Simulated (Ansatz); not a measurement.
A nudged elastic band was laid between two geometries of Cl3HSn + H (6 atoms, charge 0, multiplicity 2).

All numbers below come from Ansatz, UKS B3LYP-D4/def2-SVP.

```json
{"movable images": "9", "climbing image": "yes", "spring": "5.0 eV/Å²", "optimiser": "quadratic models (default)", "start path": "through a guess of the saddle point", "force threshold": "0.05 eV/Å", "iteration limit": "60", "end points": "relaxed"}
```

Initial state:

```xyz
6
Properties=species:S:1:pos:R:3
Sn 0.032 0.000 -0.127
Cl -0.036 0.000 2.220
H 1.640 0.000 -0.700
Cl -1.137 1.893 -0.870
Cl -1.137 -1.893 -0.870
H 0.008 0.000 5.153
```

Final state:

```xyz
6
Properties=species:S:1:pos:R:3
Sn 0.100 0.004 0.002
Cl -0.824 -0.043 3.468
H 1.714 0.005 -0.736
Cl -1.009 1.923 -0.905
Cl -1.008 -1.912 -0.909
H 0.397 0.022 3.886
```

What changes between the two ends?

Bonds broken: Sn1–Cl2. Bonds formed: Cl2–H6. Cl3HSn + H becomes Cl2HSn + ClH.

Give the energies along the band, and the barrier.

The forces met the threshold. The highest image is number 3 of 0 to 10, 0.129 eV above the first end and 1.111 eV above the last; the last end lies 0.982 eV below the first. A vibrational analysis at the climbing image gives one clearly imaginary mode, 707i cm⁻¹: a first-order saddle point.

```csv
image,path coordinate (Å),energy (eV),Sn1–Cl2 (Å),Cl2–H6 (Å)
0,0.00,0.000,2.35,2.93
1,0.31,0.009,2.35,2.62
2,0.62,0.051,2.36,2.27
3,0.93,0.129,2.43,1.86
4,1.24,-0.418,2.71,1.45
5,1.55,-0.809,3.00,1.30
6,1.85,-0.902,3.23,1.29
7,2.16,-0.942,3.45,1.29
8,2.47,-0.966,3.61,1.29
9,2.77,-0.979,3.65,1.29
10,3.08,-0.982,3.59,1.29
```

What is the geometry of the highest image?


```xyz
6
Properties=species:S:1:pos:R:3
Sn 0.020 0.000 0.039
Cl -0.080 0.000 2.468
H 1.640 0.000 -0.530
Cl -1.123 1.902 -0.750
Cl -1.123 -1.902 -0.750
H 0.037 0.000 4.329
```

What are the harmonic wavenumbers there?

707i, 82, 99, 110, 156, 163, 364, 370, 380, 536, 548, 1893 cm⁻¹.

The band took 8 iterations and about 17 core-minutes.

Time of the run: 4.5 min on 4 threads of Arm Neoverse N1, with other jobs on the host, peak memory 0.32 GiB.
